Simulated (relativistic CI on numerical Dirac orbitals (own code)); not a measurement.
Ag20+: q coefficients and field-shift factors

These numbers are calculated, not measured: Dirac-Coulomb-Breit CI, separate exchange-only KLI orbitals for each configuration, derivatives by finite differences, unscaled Slater integrals, QED left out (own radial code, finite nucleus).

Configurations in the expansion (outside the closed core [Ne]): 3s²3p⁶3d⁹, 3s²3p⁵3d¹⁰, 3s3p⁶3d¹⁰, 3s²3p⁶3d⁸4s, 3s²3p⁶3d⁸4p, 3s²3p⁶3d⁸4d, 3s²3p⁶3d⁸4f, 3s²3p⁶3d⁷4s². Levels of other configurations are missing.

With x = (α/α₀)² − 1 an excitation energy changes as ω = ω₀ + qx; K = 2q/ω₀ is the relative enhancement. Terms are leading LS components, so labels can repeat. The field-shift factor is F = δν/δ⟨r²⟩ for the transition from the lowest level.

Lowest level 3s²3p⁶3d⁹ ²D5/2.

```csv
Level,ω₀ (cm⁻¹),q (cm⁻¹),K,F (GHz/fm²)
3s²3p⁶3d⁹ ²D3/2,51170,50900,1.99,0.383
3s²3p⁵3d¹⁰ ²P°3/2,1635339,72120,0.0882,3.62
3s²3p⁵3d¹⁰ ²P°1/2,1896014,353000,0.372,-2.09
3s3p⁶3d¹⁰ ²S1/2,2823386,413000,0.293,-324
3s²3p⁶3d⁸4s ⁴F9/2,2981979,-155900,-0.105,104
3s²3p⁶3d⁸4s ²F7/2,2993911,-153800,-0.103,104
3s²3p⁶3d⁸4s ⁴F5/2,3025282,-142100,-0.094,104
3s²3p⁶3d⁸4s ²D3/2,3027009,-143400,-0.0948,104
3s²3p⁶3d⁸4s ⁴F7/2,3034228,-109200,-0.072,104
3s²3p⁶3d⁸4s ²F5/2,3037177,-118300,-0.0779,104
3s²3p⁶3d⁸4s ⁴P5/2,3069556,-103400,-0.0674,104
3s²3p⁶3d⁸4s ⁴F3/2,3071129,-105900,-0.0689,104
3s²3p⁶3d⁸4s ⁴P1/2,3083043,-126700,-0.0822,104
```

At this charge energies of transitions that change n are usually good to better than 1 %, and those within a shell (Δn = 0) to a few per cent.
